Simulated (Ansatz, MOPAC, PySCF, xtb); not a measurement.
Dimer: C2H4 (SMILES C=C) (first 6 atoms) with H4OSi (SMILES O[SiH3]); geometry from B3LYP-D3(BJ)/def2-TZVP, rigid monomers moved along the line of their centres of mass till C2···H9 is 4.25 Å.
(charge 0, multiplicity 1):
```xyz
12

C      0.63587     0.57710     0.24901
C     -0.04035    -0.56029     0.14688
H      0.16450     1.49099     0.59027
H      1.68604     0.64070    -0.00892
H      0.42937    -1.47331    -0.19834
H     -1.09181    -0.62224     0.40078
O      0.40961    -0.51348     5.32359
Si    -0.90511     0.22403     5.98886
H      0.48611    -0.47307     4.36178
H     -0.93631     1.67802     5.68449
H     -0.80392     0.02561     7.44870
H     -2.17729    -0.36203     5.49306
```

Interaction energies are E(AB) − E(A) − E(B) at the monomers' geometry in the complex; basis-set methods are counterpoise corrected. Rows marked so take none.

Frozen-core correlation. Rows in 6-31G*, STO-3G carry no dispersion term and start afresh at each structure (6-31G* with six Cartesian d functions). The state reached by PM6 isn't checked.

Codes used: Ansatz (a program for electronic structure); MOPAC for PM6 (differences of heats of formation); PySCF for 6-31G* rows, STO-3G rows, the dispersion terms; xtb for the GFN methods. 

| level | interaction energy (meV) |
|---|---|
| PM6 | -7.1 |
| GFN2-xTB | -19.7 |
| HF/STO-3G (no counterpoise) | -5.4 |
| PBE-D3(BJ)/def2-TZVPPD | -32.6 |
| r2SCAN-D4/def2-TZVPPD | -29.9 |
| B3LYP-D3(BJ)/def2-TZVPPD | -29.5 |
| M06-2X/6-31G* (no counterpoise) | -27.4 |
| CCSD/aug-cc-pV(D+d)Z | ? |
| CCSD(T)/aug-cc-pV(D+d)Z | -27.8 |

### Question
What belongs in the gaps?

### Answer

- CCSD/aug-cc-pV(D+d)Z, interaction energy (meV): -26.8
